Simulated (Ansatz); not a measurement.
Job for Ansatz (a quantum-chemistry and plane-wave program): R-B97M-V/def2-TZVPP on AlH4P (SMILES [AlH2][PH2]).

Ansatz 0.2 input:
```yaml
crystal:
  periodic: [false, false, false]
  atoms:
    - {symbol: Al, position_ang: [-1.14911859, 0.00000000, -0.00000000]}
    - {symbol: P, position_ang: [1.14016892, 0.00000000, -0.00000000]}
    - {symbol: H, position_ang: [-1.94568705, 1.35993997, 0.00000000]}
    - {symbol: H, position_ang: [-1.94568705, -1.35993997, 0.00000000]}
    - {symbol: H, position_ang: [1.95016188, -0.00000000, 1.13356329]}
    - {symbol: H, position_ang: [1.95016188, -0.00000000, -1.13356329]}
basis:
  gaussian:
    orbitals: def2-TZVPP
hamiltonian:
  xc: {name: B97M-V}
scf: {lower_state_search: off}
```

**Question.** What total energy does the run end on?

**Answer.** -586.0112 hartree.
